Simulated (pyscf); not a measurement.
Structures and frequencies: ωB97X-D3(BJ)/def2-SVP in PySCF.

Problem. How much does it cost (ΔH, 298 K, ωB97M-D3(BJ)/def2-TZVP) to split HO–Sn(Cl)(Cl)–GeH₂–Cl (SMILES [OH][Sn]([Cl])([Cl])[GeH2][Cl]) at its Ge–Sn bond into HO–Sn•(Cl)–Cl + Cl–GeH₂•?

Solution. Ge–Sn to HO–Sn•(Cl)–Cl + Cl–GeH₂•: 232.5 kJ/mol. The 7 functionals that were run give +209.3 (PBE) to +276.2 kJ/mol (ωB97X-D3(BJ)). Other isomers of HO–Sn•(Cl)–Cl were not searched in full and may lie lower. Elements up to Kr have no core potential and no relativistic terms here. Elements past Kr carry the def2 core potentials, without spin-orbit coupling.
